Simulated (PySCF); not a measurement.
# What a mistake does to a calculation on BCH5N

All numbers below are calculated, not measured. They come from PySCF 2.14.0, an open-source quantum chemistry program, on an isolated molecule that a program drew, which may never have been made. The molecule is BCH5N (charge 0, doublet), drawn as the SMILES string `[BH]NC`.

Each row is a Hartree-Fock (HF) and frozen-core CCSD(T) single point in the cc-pVDZ basis, meant for a local HF minimum. Run 1 is clean. Each other run has one planted mistake out of seven kinds, and not every kind appears here: one electron removed, one electron added, multiplicity raised by two, geometry at a saddle point, minimal basis STO-3G, one bond length entered in bohr, all coordinates scaled. The reference is restricted for singlets and unrestricted otherwise, and also for a bond in bohr. Adding or removing an electron swaps singlet and doublet. Electrons count all cores. HOMO and LUMO are orbital energies over both spins, the gradient is its largest component, and the lowest frequency (negative if imaginary) is given only where the gradient is small. Bond lengths are over the 7 bonds as drawn. T1 is the CCSD diagnostic: over 0.02 (restricted) or 0.045 (unrestricted) a single reference is doubtful.

Geometry of the clean run:
```xyz
8
BCH5N, angstrom
B    -0.8602    1.9005    0.4960
N    -1.1920    1.1545   -0.6141
C    -2.4028    0.3869   -0.8217
H     0.1639    2.5165    0.6061
H    -0.5486    1.1156   -1.3824
H    -2.9554    0.7460   -1.6933
H    -3.0425    0.4822    0.0532
H    -2.1800   -0.6723   -0.9719
```

```
run,electrons,basis functions,<S^2>,HOMO (eV),LUMO (eV),gradient (hartree/bohr),lowest frequency (cm^-1),mean bond (Å),longest bond (Å),T1,HF (hartree),CCSD(T) (hartree),mistake
1,23,67,0.758,-8.66,3.44,5.7e-06,184,1.1862,1.448,0.0143,-119.88797,-120.31727,no fault
2,23,67,3.768,-5.15,0.31,1.5e-01,-,1.1862,1.448,0.0151,-119.71050,-120.10469,multiplicity raised by two
3,24,67,0.000,1.31,9.54,6.8e-02,-,1.1862,1.448,0.0183,-119.79471,-120.26010,one electron added
4,23,67,0.758,-8.57,3.51,1.9e-02,-,1.1636,1.421,0.0137,-119.88519,-120.31133,?
```

**Which mistake was planted in run 4, and what did it cost?**

The mean and the longest bond both change by the same factor, 0.981, and the gradient is no longer small. So the mistake is: all coordinates scaled. Subtracting run 1 and multiplying by 627.51 kcal/mol a hartree, the energy moved by 1.7 kcal/mol in HF and 3.7 kcal/mol in CCSD(T).

Cautions from the logs. Run 3: the HOMO is above zero, so the electron isn't bound and the energy depends on the basis.
